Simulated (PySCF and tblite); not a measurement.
Molecule: C₅H₁₀FN, numbered as in [CH3:1][N:2]1[CH2:3][CH2:4][C@H:5]([F:6])[CH2:7]1; H named by carrier, a and b as here (phase angle P 288°, Å):

```
C1       1.798   -0.075   -0.471
N2       0.867    0.119    0.627
C3      -0.020   -1.016    0.830
C4      -1.178   -0.843   -0.167
C5      -1.307    0.678   -0.287
F6      -1.333    1.057   -1.617
C7      -0.041    1.234    0.406
H1a      2.446    0.798   -0.532
H1b      2.417   -0.945   -0.256
H1c      1.310   -0.217   -1.444
H3a     -0.399   -0.963    1.855
H3b      0.515   -1.956    0.703
H4a     -2.096   -1.317    0.173
H4b     -0.913   -1.254   -1.141
H5      -2.230    1.075    0.146
H7a      0.423    2.014   -0.196
H7b     -0.314    1.651    1.379
```

The ring 2–3–4–5–7 is held at Altona–Sundaralingam phase angles P (ν_j = ν_max cos(P + 144°(j − 2)), ν_j about the bond from ring atom j to j + 1, counted from 0) and the rest relaxed at GFN2-xTB. Energies: PBE0/pcSseg-1 + D3(BJ). Couplings: B3LYP/6-31G* with H pcJ-1 F pcJ-1, gas phase, for ¹H, ¹⁹F. (tblite 0.8, PySCF 2.14.)

One held structure gave ³J(F6,H7b) = 0.7, ³J(F6,H4a) = -1.4, ³J(F6,H7a) = 22.3, ³J(F6,H4b) = 20.4, ³J(H3a,H4b) = 13.3, ³J(H3b,H4a) = 0.2, ³J(H4b,H5) = 9.5, ³J(H5,H7a) = 7.8 Hz. Computed couplings to fluorine can be off by tens of per cent at such levels.

Q: At which phase angle P was it held?
A. 288°
B. 0°
C. 72°
D. 144°
E. 216°

A: B. It lies 4.23 kcal/mol above the lowest point.
